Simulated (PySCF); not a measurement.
**Deuteron quadrupole couplings in `[H]/N=C\[C@H]1C=NCC1`**

Compound: C5H8N2.
Structure used (GFN2-xTB), in Å, numbered top down from 1:
```
atom  x, y, z in Å
N1     2.7439    0.7547   -0.0943
C2     1.4956    0.7722   -0.1839
C3     0.5315   -0.3646    0.0144
C4    -0.1516   -0.1974    1.3586
N5    -1.3914   -0.0116    1.3332
C6    -1.8796   -0.0164   -0.0205
C7    -0.6719   -0.3270   -0.9428
H8     3.1548   -0.1523    0.1271
H9     1.0400    1.7322   -0.4119
H10    1.0750   -1.3151   -0.0153
H11    0.3968   -0.2208    2.2861
H12   -2.6746   -0.7614   -0.0987
H13   -2.3228    0.9611   -0.2256
H14   -0.8000   -1.2860   -1.4423
H15   -0.5501    0.4404   -1.7060
```

Level: PBE0/pcSseg-1 (PySCF, non-relativistic); Q(2H) = 0.00286 b; rigid geometry, the same for H and D, with no vibrational averaging.

Question: Rank these positions by the coupling χzz of a deuteron there, largest first.
A. H11 (hydrogen on a C=N carbon)
B. H8 (N–H hydrogen)
C. H10 (methine hydrogen)
D. H14 (methylene hydrogen)

Answer: B (258 kHz), A (221 kHz), D (208 kHz), C (199 kHz).

Question: What are Vzz, η and χzz (234.96 MHz × Q × Vzz) at all hydrogens?

Answer: 
| atom | bonded to | bond length (Å) | Vzz (au) | η | χzz (kHz) |
| --- | --- | --- | --- | --- | --- |
| H8 | N1 | 1.020 | 0.3838 | 0.04 | 258 |
| H9 | C2 | 1.087 | 0.3094 | 0.04 | 208 |
| H10 | C3 | 1.095 | 0.2966 | 0.03 | 199 |
| H11 | C4 | 1.078 | 0.3289 | 0.03 | 221 |
| H12 | C6 | 1.092 | 0.3003 | 0.03 | 202 |
| H13 | C6 | 1.093 | 0.2994 | 0.03 | 201 |
| H14 | C7 | 1.089 | 0.3098 | 0.02 | 208 |
| H15 | C7 | 1.089 | 0.3083 | 0.02 | 207 |

Question: Average by the element that carries the hydrogen.

Answer: on N: 258 kHz over 1 position, mean bond length 1.020 Å; on C: 207 kHz over 7 positions, mean bond length 1.089 Å.

Question: How does χzz go with the bond length over the 7 C–H bonds?

Answer: A straight-line fit has a slope of -12.6 kHz for each 0.01 Å, with a correlation coefficient of -0.99, over lengths from 1.078 to 1.095 Å. The longer bonds have the smaller couplings here.

Question: Give the 2H NMR doublet splittings at H10 for a magnetic field along the z, y and x axes of the gradient: 3χ/2, 3χ(1 + η)/4, 3χ(1 − η)/4.

Answer: With |χ| = 199.3 kHz and η = 0.027: 299, 154 and 145 kHz, to first order and without motion.

Geometry: GFN2-xTB, one conformer, isolated molecule. GFN2-xTB bond lengths can be off by several hundredths of an ångström, more for odd bonds, and the gradients follow them. With so small a basis the couplings can be 20 % off.
